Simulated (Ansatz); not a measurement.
Computed with Ansatz on PBE0-D4/def2-TZVP structures; ΔE is electronic, products minus reactants. CBS: MP2 limit from def2 TZ/QZ plus the TZ coupled-cluster correction, frozen cores. Functionals use def2-TZVPP. B3LYP here is the variant with VWN-RPA as its local correlation; programs differ in this. For Ge outer-core shells are correlated without core-valence functions, which leaves a few kJ/mol of doubt a bond. Scalar relativity is left out up to krypton. Each species was taken in one conformer, which may not be the lowest.

Consider the cleavage of the Si–Al bond: `F[CH]1[CH2][Al]1[SiH3]` + `[OH][GeH2][F]` → `[F][GeH2][O][SiH3]` + `F[CH]1[CH2][AlH]1`.

| level | ΔE (kJ/mol) | difference from CCSD(T)/CBS |
| --- | --- | --- |
| PBE-D4 | -52.0 | 29.6 |
| r2SCAN-D4 | -71.7 | 9.9 |
| PBE0-D4 | -61.9 | 19.7 |
| B3LYP-D4 | -81.2 | 0.4 |
| ωB97X-V | -81.0 | 0.6 |
| ωB97M-V | -85.8 | -4.2 |
| B2PLYP | -83.6 | -2.0 |
| PBE | -49.9 | 31.7 |
| r2SCAN | -71.4 | 10.2 |
| PBE0 | -60.2 | 21.4 |
| B3LYP | -77.8 | 3.8 |
| HF/def2-TZVPP | -107.3 | -25.7 |
| MP2/def2-TZVPP | -88.3 | -6.7 |
| SCS-MP2/def2-TZVPP | -92.9 | -11.3 |
| CCSD/def2-TZVPP | -83.8 | -2.2 |
| CCSD(T)/def2-TZVPP | -79.6 | 2.0 |
| HF/def2-QZVPP | -110.0 | -28.4 |
| MP2/def2-QZVPP | -90.3 | -8.7 |
| SCS-MP2/def2-QZVPP | -94.7 | -13.1 |
| HF/CBS(def2) | -110.4 | -28.8 |
| MP2/CBS(def2) | -90.2 | -8.6 |
| CCSD/CBS(def2) | -85.7 | -4.1 |
| CCSD(T)/CBS | -81.6 | 0 |

Largest T1 diagnostic among the species: 0.014.

In def2-TZVPP, CCSD(T) changes the Hartree–Fock value by +27.7 kJ/mol (the triples alone add +4.2 kJ/mol) and MP2 by +19.1 kJ/mol. The D4 term adds −3.4 kJ/mol with B3LYP and −1.7 kJ/mol with PBE0; it sums over pairs of atoms, weighted by their polarisabilities, and B3LYP, whose exchange is more repulsive, gets the larger term. From PBE to PBE0 (25 % exact exchange), in def2-TZVPP and without D4, ΔE moves by −10.3 kJ/mol.
